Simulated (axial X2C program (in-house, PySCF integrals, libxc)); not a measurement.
**BeAl: cheaper levels and CCSD(T), with spin–orbit coupling**

Calculated with an axial X2C code built on PySCF integrals. Two-component (2c) means X2C with spin–orbit coupling and atomic mean-field two-electron Coulomb and Gaunt terms. Basis: Al dyall-v3z [8s8p2d1f], Be dyall-cv3z [8s8p3d1f] (cores contracted in-house); Gaussian nuclei, density fitting, unrestricted open shells. Masses: Al 26.982 u, Be 9.012 u.

State: Ω = 1/2 (⟨Sz⟩ = -0.50, ⟨Lz⟩ = 1.00 at HF); fragments Al + Be.

```
level  Re (Å)  ωe (cm⁻¹)  De (eV)
 PBE0   2.421      393.0    0.729
   HF   2.723      125.9   -0.054
  MP2   2.417      419.0    0.505
 CCSD   2.453      348.3    0.360
  PBE   2.416      400.5    0.871
```

Correlated methods: 5 electrons correlated (number of frozen shells: Al 2 s, 1 p; Be 1 s), 149 virtual spin orbitals or spinors in MP2, 90 natural virtuals in coupled cluster.

CCSD(T), same Hamiltonian and basis:

Re = 2.428 Å, ωe = 384.5 cm⁻¹, De = 0.51 eV; T1 = 0.027 (Lee–Taylor normalisation).

Q: Give the differences from CCSD(T) in the columns below.

A: 

```json
{"level": "PBE0", "ΔRe (Å)": "-0.007", "Δωe (cm⁻¹)": "8", "ΔDe (eV)": "0.22"}
{"level": "HF", "ΔRe (Å)": "0.295", "Δωe (cm⁻¹)": "-259", "ΔDe (eV)": "-0.56"}
{"level": "MP2", "ΔRe (Å)": "-0.011", "Δωe (cm⁻¹)": "34", "ΔDe (eV)": "-0.01"}
{"level": "CCSD", "ΔRe (Å)": "0.025", "Δωe (cm⁻¹)": "-36", "ΔDe (eV)": "-0.15"}
{"level": "PBE", "ΔRe (Å)": "-0.012", "Δωe (cm⁻¹)": "16", "ΔDe (eV)": "0.36"}
```

The state is a single determinant with fixed occupations, the lowest that a limited PBE0 search found. De is counted from the lowest determinant-based energies of the atoms at the same level, without counterpoise correction. Density functionals use the spin component along the axis (collinear). Coupled cluster ran in a truncated set of natural virtual spinors; the MP2 energy of the rest was added. (T) has no such correction and the atoms are truncated less, which lowers De at CCSD(T) by a hundredth of an eV or more. The 2c atoms are single determinants rather than J levels; their spin–orbit lowering is only partly caught, and De is too large by that part. This holds for PBE0, PBE. Other states lie close and PBE0, whose exact exchange favours high spin, may order them wrongly; the determinant shown need not be the ground state. The nearest other 2c determinant of the search, Ω = 3/2, lies 0.01 eV up at the distance of the search. The functionals have no current-density term, which raises determinants with orbital currents, atoms included. The atomic limit has a lower orbital projection than the molecule and lies lower at mean-field level, so De may be about a tenth of an eV too small. Some points did not converge and are left out.
